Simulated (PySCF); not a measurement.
Isomers of C2H12NPSi2. Theory: PySCF 2.14.0, density-fitted response routines, TDDFT CAM-B3LYP/def2-SVPD, vertical, gas phase, core orbitals frozen in the response. Geometries: GFN2-xTB; one conformer of each isolated species. Triplets are in the Tamm–Dancoff approximation. 'Strongest' means the level of largest summed f among the lowest 8 singlets; it needn't be the same kind of state in each.

Problem. Rank by computed lowest singlet excitation energy, lowest first.
A. `CC[SiH2]N[SiH2]P`
B. `[SiH3]CCN[SiH2]P`
C. `C[C@@H]([SiH2]P)N[SiH3]`
D. `P[Si@H](C[SiH2]N)C`

Solution. C (5.77 eV), B (5.96 eV), A (6.16 eV), D (6.39 eV).

| SMILES | S1 (eV) | gap (eV) | strongest (eV) | f (strongest) | α (au) | HOMO (eV) | S1 mainly |
| --- | --- | --- | --- | --- | --- | --- | --- |
| C[C@H](N[SiH3])[SiH2]P | 5.77 | 8.92 | 6.99 | 0.10 | 113.2 | -8.03 | H→L (80%) |
| [SiH3]CCN[SiH2]P | 5.96 | 9.10 | 7.02 | 0.21 | 114.7 | -8.22 | H→L (77%) |
| CC[SiH2]N[SiH2]P | 6.16 | 9.31 | 6.94 | 0.14 | 109.1 | -8.44 | H→L (76%) |
| C[Si@H](P)C[SiH2]N | 6.39 | 9.44 | 7.08 | 0.34 | 113.2 | -8.44 | H-1→L (80%) |

H and L stand for HOMO and LUMO.

- `C[C@H](N[SiH3])[SiH2]P`: Löwdin shares by element: HOMO nitrogen 41%, silicon 16%, carbon 14% or more (atoms not listed hold the other 28%); LUMO silicon 34%, carbon 9% or more, hydrogen 8% or more (atoms not listed hold the other 49%).
- `[SiH3]CCN[SiH2]P`: Löwdin shares by element: HOMO nitrogen 53%, carbon 16%, silicon 11% or more (atoms not listed hold the other 20%); LUMO silicon 33%, phosphorus 11%, carbon 8% or more (atoms not listed hold the other 48%).
- `CC[SiH2]N[SiH2]P`: Löwdin shares by element: HOMO nitrogen 34%, phosphorus 16%, silicon 10% or more, carbon 9% or more (atoms not listed hold the other 31%); LUMO silicon 38%, hydrogen 12% or more, phosphorus 11% (atoms not listed hold the other 38%).
- `C[Si@H](P)C[SiH2]N`: Löwdin shares by element: HOMO phosphorus 62%, silicon 16% or more, hydrogen 12% or more; LUMO silicon 24% or more, hydrogen 20% or more, nitrogen 10% (atoms not listed hold the other 46%).
